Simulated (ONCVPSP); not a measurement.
## molybdenum: ONCV pseudisation with PBEsol, scalar-relativistic reference atom.

| Item | Value |
| --- | --- |
| Element | molybdenum (Mo) |
| Generator | ONCVPSP 4.0.1 |
| Type | optimised norm-conserving Vanderbilt (ONCV) |
| Functional | PBEsol |
| Relativity | scalar-relativistic |
| Frozen core | [Ar] 3d10 |
| Valence charge | 14 |
| Reference configuration | 4s2 4p6 4d4 5s2 |
| Partial waves | 4s+5s: rc 1.70 bohr, ncon 4, nbas 7, qcut 6 1/bohr, 2 projectors; 4p: rc 1.80 bohr, ncon 3, nbas 6, qcut 9.2 1/bohr, 2 projectors, debl 3.7 Ha; 4d: rc 2.00 bohr, ncon 4, nbas 9, qcut 9.3 1/bohr, 1 projector |
| Local potential | polynomial inside 1.15 bohr (lpopt 5, dvloc0 4 Ha) |
| Core correction | polynomial model core, fcfact 0.65 |

All-electron outer shells of the reference configuration (PBEsol, scalar-relativistic, ld1.x):

| shell | level (eV) | outermost node (bohr) | outermost maximum (bohr) |
| --- | --- | --- | --- |
| 3d | -223.96 | – | 0.32 |
| 4s | -67.04 | 0.51 | 0.99 |
| 4p | -41.05 | 0.52 | 1.06 |
| 4d | -5.66 | 0.53 | 1.37 |
| 5s | -4.91 | 1.33 | 2.86 |

(1) Estimate the cutoffs (Ha) at which the residual kinetic energy of the hardest occupied pseudo-wave falls to 1 and 0.1 mHa per electron.

(2) Does the potential have ghost states?

(3) Tests: 4s2 4p6 4d5 5s1; 4s2 4p6 4d5 5s0; 4s2 4p6 4d4 5s0; 4s2 4p6 4d6 5s0. Which has the largest error in its energy relative to the reference configuration, and how large is it?

## Answers

(1) 21 Ha and 26 Ha.

(2) No bound ghost flagged; GHOST(+) flagged for s at 206.1 eV.

(3) 4s2 4p6 4d6 5s0, with -12 meV (all-electron minus pseudo) on +0.60 eV.
